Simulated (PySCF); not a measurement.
PySCF input (BP86/6-31G* (5d)):

```python
from pyscf import gto, dft

mol = gto.M(
    atom='''
    O     1.17069600   -0.14424900    1.15529500
    B     0.16098500   -0.12738200    0.32510000
    O    -1.06002700   -0.95686500    0.63481500
    Cl    0.00386000    0.73885700   -1.13896600
    H     1.24800600   -0.63776900    1.97969100
    H    -1.81868800   -0.95079700    0.02124600
    H    -1.18521000   -1.52618500    1.41511100
    ''',
    basis='6-31g*',
    charge=1,
    spin=0,
    verbose=4,
)

mf = dft.RKS(mol, xc='bp86')
mf.grids.level = 3
mf.conv_tol = 1e-9
mf.max_cycle = 100
mf.max_memory = 1500
mf.kernel()
if not mf.converged:
    mf = mf.newton()
    mf.kernel(mf.make_rdm1())
mf.dip_moment()
```

From the output:

```
tot grids = 90520
init E= -637.90546980711
  HOMO = -0.357786955296752  LUMO = -0.0628722094510867  gap/eV = 8.02504
cycle= 1 E= -636.995150990767  delta_E= 0.91  |g|= 0.811  |ddm|= 2.52
  HOMO = -0.384782562629742  LUMO = -0.23395119305297  gap/eV = 4.10433
cycle= 2 E= -636.543069741878  delta_E= 0.452  |g|= 1.69  |ddm|= 1.76
  HOMO = -0.463969287234411  LUMO = -0.236177852269635  gap/eV = 6.19852
cycle= 3 E= -637.10715907455  delta_E= -0.564  |g|= 0.273  |ddm|= 1.35
  HOMO = -0.493647137382819  LUMO = -0.241492061288337  gap/eV = 6.86149
cycle= 4 E= -637.122974889199  delta_E= -0.0158  |g|= 0.0815  |ddm|= 0.272
  HOMO = -0.495545865132765  LUMO = -0.236298369119005  gap/eV = 7.05448
cycle= 5 E= -637.124060004584  delta_E= -0.00109  |g|= 0.0249  |ddm|= 0.0598
  HOMO = -0.490860011508598  LUMO = -0.236891932333987  gap/eV = 6.91082
cycle= 6 E= -637.124214250677  delta_E= -0.000154  |g|= 0.00465  |ddm|= 0.0279
  HOMO = -0.491481754203129  LUMO = -0.236803220286809  gap/eV = 6.93016
cycle= 7 E= -637.124218165805  delta_E= -3.92e-06  |g|= 0.00205  |ddm|= 0.00637
  HOMO = -0.491324839699161  LUMO = -0.236907305518975  gap/eV = 6.92305
cycle= 8 E= -637.124219333033  delta_E= -1.17e-06  |g|= 0.000452  |ddm|= 0.00283
  HOMO = -0.491307965743187  LUMO = -0.236884512432919  gap/eV = 6.92321
cycle= 9 E= -637.124219386476  delta_E= -5.34e-08  |g|= 4.83e-05  |ddm|= 0.000514
  HOMO = -0.491309952522881  LUMO = -0.236881973569131  gap/eV = 6.92334
cycle= 10 E= -637.124219386998  delta_E= -5.22e-10  |g|= 8.17e-06  |ddm|= 5.06e-05
  HOMO = -0.491310938442175  LUMO = -0.236882195096251  gap/eV = 6.92336
Extra cycle  E= -637.124219387  delta_E= -1.71e-12  |g|= 8.34e-06  |ddm|= 1.84e-05
converged SCF energy = -637.124219387

WARN: System has nonzero charge 1; the dipole moment is origin-dependent.
Location of origin: [0. 0. 0.]

Dipole moment(X, Y, Z, Debye): -3.82303, -4.85009,  4.45206
```

The dipole moment of an ion depends on the origin.

The geometry given is a B3LYP-D3(BJ)/def2-TZVP minimum.
